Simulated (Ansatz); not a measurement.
Start from `F[C]1([GeH3])O[SiH2]1` and change one atom or group to get `FC1(Cl)O[SiH2]1`.

Ansatz, PBE0-D4/def2-TZVP geometries, multiplicity 1. 

Scalar relativity is left out up to krypton.

```csv
property,`F[C]1([GeH3])O[SiH2]1`
LUMO energy (ωB97M-V/def2-TZVPP) / eV,0.81
HOMO–LUMO gap (PBE0/def2-TZVPP) / eV,6.33
size of the dipole moment (B3LYP/def2-TZVPP) / D,2.41
"ideal-gas entropy at 298 K and 1 bar (rigid rotor, harmonic PBE0-D4/def2-TZVP) / J/(mol·K)",353
LUMO energy (PBE/def2-TZVPP) / eV,-1.78
HOMO–LUMO gap (B3LYP/def2-TZVPP) / eV,5.90
```

(1) Give the same properties after the change, and the shifts. (Best estimate.)

Results:

(1) Computed: 
```json
{"property": "LUMO energy (ωB97M-V/def2-TZVPP) / eV", "`FC1(Cl)O[SiH2]1`": "0.39", "shift": "-0.42"}
{"property": "HOMO–LUMO gap (PBE0/def2-TZVPP) / eV", "`FC1(Cl)O[SiH2]1`": "6.47", "shift": "0.14"}
{"property": "size of the dipole moment (B3LYP/def2-TZVPP) / D", "`FC1(Cl)O[SiH2]1`": "3.31", "shift": "0.90"}
{"property": "ideal-gas entropy at 298 K and 1 bar (rigid rotor, harmonic PBE0-D4/def2-TZVP) / J/(mol·K)", "`FC1(Cl)O[SiH2]1`": "313", "shift": "-40"}
{"property": "LUMO energy (PBE/def2-TZVPP) / eV", "`FC1(Cl)O[SiH2]1`": "-2.24", "shift": "-0.46"}
{"property": "HOMO–LUMO gap (B3LYP/def2-TZVPP) / eV", "`FC1(Cl)O[SiH2]1`": "6.03", "shift": "0.13"}
```

With PBE0 the HOMO falls by 0.60 eV and the LUMO falls by 0.46 eV, so the gap widens by about 0.14 eV. PBE moves the HOMO by -0.54 eV and ωB97M-V by -0.63 eV. The zero-point energy changes by -57.9 kJ/mol with -9 modes. Dipoles are sizes alone; their direction can turn.

Positive LUMOs are unbound, so they and the gaps depend on the basis.

B3LYP here is the variant with VWN-RPA as its local correlation; programs differ in this.
